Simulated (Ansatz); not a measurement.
Basis-set extrapolation for C$_{8}$H$_{18}$O (`CCCCCCCCO`) (PBE0-D4/def2-TZVP geometry, frozen core, Ansatz). Multiplicity 1, RHF reference.

|  | def2-TZVPP | def2-QZVPP |
| --- | --- | --- |
| HF | -388.431365 | -388.449733 |
| MP2 correlation | -1.648293 | -1.754937 |
| CCSD(T) correlation | -1.805924 | not run |

Energies in hartree. Use E(X) = E(∞) + A·exp(−7.88·√X) for Hartree–Fock and E(X) = E(∞) + B·X^(−2.97) for correlation, with X = 3 and 4, and add CCSD(T) minus MP2 of the smaller set to the MP2 limit.

Task: What is the CCSD(T) energy at the basis-set limit?

Result: HF limit: -388.449733 + (-0.018368) × 0.13774 = -388.45226. MP2 limit: -1.754937 + (-0.106644) × 0.74074 = -1.83393. Higher-order term: -1.805924 − (-1.648293) = -0.15763. Total: -390.44382 hartree, 129.6 kcal/mol below CCSD(T)/def2-TZVPP.
